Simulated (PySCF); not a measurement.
Q: Give a PBE0-D3(BJ)/def2-SVP geometry of `C[C@@H](C#N)S/C=C/F`.

A: 
```
atom  x, y, z in Å
C1    -1.2979    0.5100   -1.2948
C2    -0.8080    0.2445    0.1220
C3    -0.6091   -1.1753    0.3873
N4    -0.4128   -2.3014    0.5727
S5     0.7322    1.1625    0.5576
C6     1.8609    0.5085   -0.6212
C7     2.6615   -0.5041   -0.2797
F8     3.5592   -0.9969   -1.1112
H9    -1.4497    1.5887   -1.4370
H10   -0.5636    0.1551   -2.0320
H11   -2.2474   -0.0142   -1.4803
H12   -1.5338    0.6292    0.8581
H13    1.9403    0.9573   -1.6164
H14    2.6447   -1.0011    0.6958
```

Orientation and origin are arbitrary. Atoms count from 1 in this order. The C–C distances run from 1.335 Å (C6=C7, drawn double) to 1.522 Å (C1–C2, drawn single), a spread of 0.187 Å. Of the pairs four or more bonds apart, C6···H10 is among the closest relative to their van der Waals radii: 2.83 Å, 97 % of the sum of Bondi's values. The C–S distances run from 1.758 Å (S5–C6, drawn single) to 1.845 Å (C2–S5, drawn single), a spread of 0.087 Å.

Bonds between heavy atoms (Å): C1–C2 1.522, C2–C3 1.458, C3≡N4 1.158, C2–S5 1.845, S5–C6 1.758, C6=C7 1.335, C7–F8 1.319.

Method used: PBE0-D3(BJ)/def2-SVP geometry optimisation, gas phase (PySCF 2.14.0).

Point group: C1 (no symmetry element, even within 0.4 Å). PBE0-D3(BJ)/def2-SVP frequencies: not computed here. One conformer, not necessarily the lowest (C1–C2–S5–C6 -61°, C2–S5–C6–C7 -96°).

Time: 2.3 min of wall time. Hardware: x86-64 server, one thread, on a shared host. That covers the optimisation of the geometry.
